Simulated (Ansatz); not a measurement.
Born–Oppenheimer molecular dynamics of Cl$_{3}$GeH (5 atoms, charge 0, multiplicity 1). It starts from a relaxed structure.

Level of theory: RHF/def2-SVP (Ansatz).

```json
{"ensemble": "NVT, Langevin thermostat", "time step": "0.5 fs", "steps asked": "150", "set temperature": "500 K", "friction": "0.01 /fs", "seed": "84144"}
```

First frame:

```xyz
5
Properties=species:S:1:pos:R:3
Ge 0.000 0.000 0.011
H 0.000 0.000 1.523
Cl 2.003 0.000 -0.734
Cl -1.001 1.734 -0.734
Cl -1.001 -1.734 -0.734
```

(1) How far do the bonds stretch over the last three quarters of this one trajectory? (Pairs bonded in most of those frames.)

Results:

(1) 
```csv
bond,mean (Å),spread (Å),shortest,longest
Ge1–H2,1.515,0.038,1.44,1.58
Ge1–Cl3,2.142,0.011,2.12,2.16
Ge1–Cl4,2.140,0.017,2.12,2.17
Ge1–Cl5,2.171,0.036,2.10,2.21
```

Mean temperature of the second half: 346 K. The mean temperature of the second half is 31 % below the set value. A run of 0.075 ps of so small a system gives no equilibrium averages.

The run took 3.9 min on 1 thread of Arm Neoverse V2 (shared host), peak memory 0.18 GiB.
